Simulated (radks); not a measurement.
Exchange energies: the exact (Fock) value of the Kohn-Sham orbitals and density-functional approximations, in hartree. Species: Mg [Ne] 3s2; Ca [Ar] 4s2. All-electron calculation, non-relativistic Kohn-Sham, PBE, spin-polarised, spherical densities, point nucleus. Program: a radial shooting solver on a logarithmic mesh with Libxc functionals. Every spin shell is full or empty, so the densities are truly spherical. Functionals are evaluated on that one density, not self-consistently.

functional        Mg        Ca
exact       -15.9554  -35.1892
LDA          -14.595   -32.598
B88          -15.982   -35.196
PBE          -15.896   -35.019
RPBE         -16.005   -35.184
PW91         -15.961   -35.169
PW86         -16.088   -35.347
WC           -15.700   -34.690
AM05         -14.786   -32.889
B86b         -16.002   -35.227
TPSS         -16.028   -35.249
revTPSS      -15.929   -34.996
r2SCAN       -15.979   -35.183
